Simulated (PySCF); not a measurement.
Hg(2+) (mercury, charge +2) across methods

[Xe] 4f14 5d10, closed-shell 1S. All numbers are calculated (PySCF 2.14, a scalar-relativistic core potential, in aug-cc-pVDZ-PP with ECP60MDF (5s5p4d2f, 54 functions)).

```tsv
method	E (hartree)	mean ε 5s (eV)	mean ε 5p (eV)	mean ε 5d (eV)	Σ⟨r²⟩ (bohr²)	⟨S²⟩
LDA	-152.1711	-136.38	-86.034	-28.999	34.08	0.000
r2SCAN	-152.4921	-138.87	-87.833	-29.038	33.58	0.000
r2SCAN0	-152.4487	-143.41	-91.410	-30.855	33.50	0.000
PBE0	-152.4367	-141.66	-90.153	-30.639	33.68	0.000
CAM-B3LYP	-152.3908	-142.81	-91.502	-32.122	33.84	0.000
TPSSh	-152.3913	-138.86	-87.961	-29.429	33.74	0.000
wB97M-V	-152.3732	-144.20	-92.803	-33.118	33.72	0.000
UHF	-151.59871	-156.68	-101.61	-35.180	33.38	0.000
PBE	-152.4556	-136.28	-85.982	-28.774	33.88	0.000
```

Energies and moments cover only the electrons outside the core potential. Spin-orbit coupling, which splits the p, d and f shells strongly at this Z, is absent.
